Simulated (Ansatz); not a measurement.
Cl2Ge, SMILES `[Cl][Ge][Cl]` (excited triplet) (charge 0, multiplicity 3). This triplet is an excited state, 2.59 eV above the relaxed singlet at the level frozen-core CCSD(T)/cc-pVTZ // B3LYP-D3(BJ)/def2-TZVP (Ansatz, a first-principles code).

Cartesian coordinates (Å):
SMILES: [Cl][Ge][Cl]
```xyz
3

Cl     1.8785    -0.3685     0.0000
Ge    -0.0010     0.7419     0.0000
Cl    -1.8776    -0.3734     0.0000
```
Charge 0, spin multiplicity 3.

Frozen-core energies in cc-pVDZ from Ansatz at a geometry from B3LYP-D3(BJ)/def2-TZVP; the HF reference has <S^2> = 2.01 and the T1 diagnostic is 0.014.

```tsv
level	energy (Ha)
HF	-2994.35798
MP2	-2994.69456
CCSD	-2994.72514
CCSD(T)	-2994.73500
```

Task: Estimate the energies of CCSDT and CCSDT(Q), and give each level's difference from CCSDT(Q).

Result: 
```
level     energy (Ha)  difference from CCSDT(Q) (mHa)
--------  -----------  ------------------------------
MP2       -2994.69456                           42.32
CCSD      -2994.72514                           11.74
CCSD(T)   -2994.73500                            1.89
CCSDT     -2994.73594                            0.94
CCSDT(Q)  -2994.73688                            0.00
```
